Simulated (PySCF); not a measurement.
An unknown is described by computed data only.

Formula: C7H16FNSi.

| Property | Result |
| --- | --- |
| Dipole | 1.54 D [PBE0/pcSseg-1] |
| 1H NMR | chemical shifts (computed TMS as zero) by class: 4.49 (1 H), 3.33 (1 H), 3.06 (1 H), 2.19 (1 H), 1.52 (1 H), 0.99 (3 H), 0.94 (3 H), 0.26 (1 H), 0.13 (1 H), 0.12 (3 H) ppm [GIAO PBE0/pcSseg-1] |
| 13C NMR | chemical shifts (computed TMS as zero) by class: 86.8 (1 C), 45.6 (1 C), 37.0 (1 C), 18.5 (1 C), 18.5 (1 C), 17.0 (1 C), -10.9 (1 C) ppm [GIAO PBE0/pcSseg-1] |
| NMR, other nuclei | isotropic shieldings of nuclei other than C and H, by class: 232 (1 N), 430 (1 F), 333 (1 Si) ppm [GIAO PBE0/pcSseg-1] |
| Rotational structure | rotational constants A, B, C: 1.602, 0.828, 0.746 GHz [PBE0-D3(BJ)/def2-SVP] |

Gas-phase values; electronic properties from PySCF, density fitting. Levels stand in brackets. One conformer (not necessarily the lowest) at the PBE0-D3(BJ)/def2-SVP geometry, without solvent, vibrations or thermal averaging. NMR values are class means; diastereotopic atoms form classes of their own.

Question: Give a SMILES that accounts for the data.

Answer: Numbering: `[CH3:1][CH:2]([CH3:3])[Si@@:4]1([CH3:5])[NH:6][CH2:7][CH2:8][C@@H:9]1[F:10]`. Its formula, C7H16FNSi, gives 1 degree of unsaturation: 1 ring and 0 π bonds in the structure found. 7 carbons fall into 7 classes; from least to most shielded: sp3 C–F carbon [C9] (86.8 ppm), ring sp3 carbon bound to nitrogen [C7] (45.6 ppm), ring CH2 carbon [C8] (37.0 ppm), methyl carbon [C3] (18.5 ppm), chain sp3 carbon bound to silicon [C2] (18.5 ppm), methyl carbon [C1] (17.0 ppm), Si-methyl carbon [C5] (-10.9 ppm). Hydrogen classes from least to most shielded: 1 H on an sp3 C–F carbon, C9 (4.49 ppm), 1 H on an sp3 carbon bound to nitrogen, C7 (3.33 ppm), 1 H on an sp3 carbon bound to nitrogen, C7 (3.06 ppm), 1 H on a ring CH2 carbon, C8 (2.19 ppm), 1 H on a ring CH2 carbon, C8 (1.52 ppm), 3 H on a methyl carbon, C1 (0.99 ppm, a mean of values up to 0.8 ppm apart in this geometry), 3 H on a methyl carbon, C3 (0.94 ppm), 1 H on an sp3 carbon bound to silicon, C2 (0.26 ppm), 1 H on a silicon-bound nitrogen, N6 (0.13 ppm), 3 H on an Si-methyl carbon, C5 (0.12 ppm). The other shieldings belong to: 232 ppm, silicon-bound nitrogen [N6]; 430 ppm, alkyl fluorine [F10]; 333 ppm, four-coordinate silicon [Si4]. The optimised geometry has point group C1 and is an asymmetric top. Structure: `CC(C)[Si@@]1(C)NCC[C@@H]1F`. Computed isomers that give other values at the same levels: `CC[Si@@H](F)N(C)CC1CC1` (13C chemical shifts (computed TMS as zero) by class: 56.1 (1 C), 38.1 (1 C), 12.0 (1 C), 9.0 (1 C), 8.1 (1 C), 7.9 (1 C), 0.3 (1 C) ppm); `CCC[Si@@H](NC)[C@@H]1C[C@@H]1F` (13C chemical shifts (computed TMS as zero) by class: 72.0 (1 C), 30.5 (1 C), 20.6 (1 C), 19.2 (1 C), 17.5 (1 C), 11.5 (1 C), 4.8 (1 C) ppm); `CCC1(CC)C[C@@H](F)[SiH2]N1` (13C chemical shifts (computed TMS as zero) by class: 90.7 (1 C), 63.3 (1 C), 45.4 (1 C), 35.6 (1 C), 34.2 (1 C), 12.4 (1 C), 9.3 (1 C) ppm). The assignments are read from this structure; whether some other isomer fits the data as well wasn't checked. The mirror image fits equally.
